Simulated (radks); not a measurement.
Coulomb parameter of the 3d shell of the vanadium ion V3+ in the model configuration [Ar] 3d1 4p1, as a second difference U = [E(n + 0.5) + E(n - 0.5) - 2 E(n)] / (0.5)^2 with all orbitals relaxed. "Bare": the charge of the atom changes with n. "Screened": the 4p shell takes up the change at fixed total charge, which measures U(3d,3d) + U(4p,4p) - 2 U(3d,4p). All-electron calculation, scalar-relativistic Kohn-Sham, SCAN, spin-unpolarised, spherical densities, finite nucleus; meta-GGA in the generalised Kohn-Sham scheme; Fermi nuclear charge, rms radius 3.6002 fm. Program: a radial shooting solver on a logarithmic mesh with Libxc functionals.

case,configuration,E - E(n) (eV)
start,[Ar] 3d1 4p1,0.000
bare +0.5,[Ar] 3d1.5 4p1,-19.904
bare -0.5,[Ar] 3d0.5 4p1,24.376
screened +0.5,[Ar] 3d1.5 4p0.5,-9.369
screened -0.5,[Ar] 3d0.5 4p1.5,10.603

U(bare) = 17.887 eV, U(screened by 4p) = 4.939 eV, against the Slater integral F0(3d,3d) = 22.547 eV with frozen orbitals.
